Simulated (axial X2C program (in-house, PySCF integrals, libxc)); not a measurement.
## ScBr⁺: from the spin-free to the two-component result

Calculated with an axial X2C code built on PySCF integrals. Spin-free means the one-electron spin-free X2C Hamiltonian; two-component (2c) means X2C with spin–orbit coupling and atomic mean-field two-electron Coulomb and Gaunt terms, so the difference of the two also holds small scalar two-electron terms. Basis: Br dyall-cv3z [8s9p6d4f1g], Sc dyall-cv3z [10s11p7d5f2g] (cores contracted in-house); Gaussian nuclei, density fitting, unrestricted open shells. Masses: Br 78.918 u, Sc 44.956 u.

Spin-free state: M_S = 1/2, Λ = 2 (beyond evenly filled blocks: δ+α); fragments Br + Sc+.

```tsv
level	Re (Å)	ωe (cm⁻¹)	De (eV)	μ (D)
PBE0	2.366	370.7	3.930	10.70
HF	2.440	353.8	2.541	12.90
MP2	2.425	355.3	3.757	n/a
CCSD	2.423	356.5	3.614	n/a
CCSD(T)	2.423	355.7	3.733	n/a
r2SCAN0	2.367	373.5	3.717	11.02
```

Correlated methods: 9 electrons correlated (number of frozen shells: Br 3 s, 2 p, 1 d; Sc 3 s, 2 p), 317 virtual spin orbitals or spinors in MP2, 90 natural virtuals in coupled cluster.

Dipoles are positive if Sc is the positive end and refer to the centre of mass.

Task: Within this multiplet, which Ω should lie lowest by the rule for regular and inverted multiplets?

Result: The open δ shell holds one electron, so the multiplet is regular: Ω = Λ − 1/2 = 3/2. The PBE0 2c search agrees, though Ω = 5/2 of the search lies only 0.02 eV higher.

Two-component determinant lowest at the distance of the search:

Ω = 3/2 (⟨Sz⟩ = -0.50, ⟨Lz⟩ = 2.00 at HF); fragments Br + Sc+.

| level | Re (Å) | ωe (cm⁻¹) | μ (D) |
| --- | --- | --- | --- |
| PBE0 | 2.367 | 370.1 | 10.69 |
| HF | 2.441 | 353.2 | 12.89 |
| MP2 | 2.426 | 354.9 | n/a |
| CCSD | 2.424 | 356.0 | n/a |
| CCSD(T) | 2.423 | 355.2 | n/a |
| r2SCAN0 | 2.368 | 373.0 | 11.02 |

Task: From the two tables, how do the constants change at the CCSD(T) level (2c against spin-free)?

Result: At the CCSD(T) level Re is unchanged to within 0.001 Å and ωe drops by 0.5 cm⁻¹.

Occupations by symmetry block were frozen at the best pattern of an incomplete PBE0 search. Dissociation energies refer to the lowest single-determinant-based atoms at the same level and basis. De is not given where an atomic determinant may have missed its ground term or J level, or where the truncated virtual space spoils (T). Density functionals use the spin component along the axis (collinear). CCSD and (T) use frozen natural virtuals with an MP2 correction for the truncation; (T) itself is uncorrected, so its De runs slightly low. PBE0 can misorder states that lie within some tenths of an eV, so this need not be the ground state of the molecule. The nearest other spin-free determinant of the search, M_S = 1/2, Λ = 0, lies 0.06 eV up at the distance of the search. The functionals have no current-density term, which raises determinants with orbital currents, atoms included. The outer-core s and p shells of the metal are frozen in the correlated rows, which leaves out core–valence correlation; for alkali and alkaline-earth bonds that tends to lengthen them. With the outer-core shells frozen, correlated bond lengths of heavy atoms tend to come out a few hundredths of an ångström too long.
